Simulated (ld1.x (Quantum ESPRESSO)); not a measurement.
## molybdenum, PAW: configuration errors across variants

ld1.x (Quantum ESPRESSO) 7.5 input, shortened:

```
&input
   title='Mo', zed=42., rel=1, dft='PBESOL', iswitch=3,
   config='[Kr] 4d5 5s1 5p0'
 /
 &inputp
   pseudotype=3, lpaw=.true., tm=.true., lloc=-1, rcloc=1.60,
   nlcc=.true., new_core_ps=.true., rcore=1.75,
   which_augfun='BESSEL', rmatch_augfun=1.60
 /
6
5S  1  0   1.00   0.00  2.75  3.40  0.0
5S  1  0   0.00   0.60  2.75  3.40  0.0
4P  2  1   6.00   0.00  1.80  2.05  0.0
5P  3  1   0.00   0.00  1.80  2.05  0.0
4D  3  2   5.00   0.00  1.65  2.25  0.0
4D  3  2   0.00   0.75  1.65  2.25  0.0
 &test
   configts(1)='4p6 4d5 5s1 5p0'
 /
```

All-electron excitation energies from the reference (eV): (1) 4p6 4d5 5s0 5p0 6.904; (2) 4p6 4d4 5s0 5p0 22.359; (3) 4p6 4d3 5s0 5p0 49.084; (4) 4p6 4d4 5s1 5p0 8.084; (5) 4p6 4d6 5s0 5p0 0.774; (6) 4p6 4d4 5s2 5p0 0.177; (7) 4p6 4d5 5s0.5 5p0 2.741.

The overlap operator is not positive definite (basis up to 400 Ry) in “base”, “all radii but the core radius scaled by about 0.90 (s 3.06, p 1.84, d 2.02 bohr, rcut 2.48/1.62/1.48); local potential all-electron potential smoothed inside 1.44 bohr (lloc = -1); augmentation BESSEL, radius 1.44 bohr”, “all radii but the core radius scaled by about 1.03 (s 3.50, p 2.12, d 2.32 bohr, rcut 2.84/1.86/1.70); local potential all-electron potential smoothed inside 1.64 bohr (lloc = -1); augmentation BESSEL, radius 1.64 bohr”. Such files are unfit for use, however small their errors in these radial tests.

3 further variants failed, have other tests or too few solved ones, and are left out.

A true bound ghost makes a file unfit for plane-wave use even where its test errors are small: the radial tests pick states by their node count and pass the ghost by.

Errors AE − PS in meV (a dash: test not solved or not reliable):

```tsv
change	(1)	(2)	(3)	(4)	(5)	(6)	(7)	bound ghosts
base	+177	+145	+62	+25	+172	+256	+33	s (p not tested, overlap not positive)
all radii but the core radius scaled by about 0.90 (s 3.06, p 1.84, d 2.02 bohr, rcut 2.48/1.62/1.48); local potential all-electron potential smoothed inside 1.44 bohr (lloc = -1); augmentation BESSEL, radius 1.44 bohr	+4.2	-0.1	-38	-1.0	+1.9	+9.1	+0.3	s (p not tested, overlap not positive)
all radii but the core radius scaled by about 1.03 (s 3.50, p 2.12, d 2.32 bohr, rcut 2.84/1.86/1.70); local potential all-electron potential smoothed inside 1.64 bohr (lloc = -1); augmentation BESSEL, radius 1.64 bohr	+269	+237	+154	+34	+254	+368	+50	not determined (overlap not positive)
```

Task: Give the same row for: all radii but the core radius scaled by about 1.10 (s 3.74, p 2.26, d 2.48 bohr, rcut 3.04/1.98/1.82); local potential all-electron potential smoothed inside 1.76 bohr (lloc = -1); augmentation BESSEL, radius 1.76 bohr.

Result: -76, –, –, +4.8, -82, –, –; bound ghosts: not determined (overlap not positive). Not counted: 4p6 4d4 5s0 5p0 (solver errors, printed error -824 eV); 4p6 4d3 5s0 5p0 (solver errors, printed error -632 eV). Its overlap operator is not positive definite in a basis up to 400 Ry (lowest eigenvalue s -0.0046, p -0.74), so the file is unfit for use: the generalised eigenproblem breaks down once the basis is large enough, and its test numbers describe a broken file.
